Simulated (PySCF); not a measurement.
Coordinates in bohr (charge 0 multiplicity 1):
```
B     0.0000    0.0000    0.0000
Cl    3.2833    0.0000    0.0000
Cl   -1.6416    2.8434    0.0000
Cl   -1.6417   -2.8434    0.0000
```

Computed with PBE0/[B def2-TZVP, Cl def2-TZVP], no relativity, density fitting, PySCF.

This geometry of BCl3 is a stationary point at this level.

(1) What is the point group?

(2) Is it a minimum?

(3) Which band is strongest in the infrared?

(4) What are the dipole moment and the gap between the highest occupied and lowest empty levels?

Answers

(1) D3h.

(2) Yes: all harmonic wavenumbers are real.

(3) 969 cm⁻¹ (e'), 695 km/mol.

(4) 0.00 D and 7.40 eV.
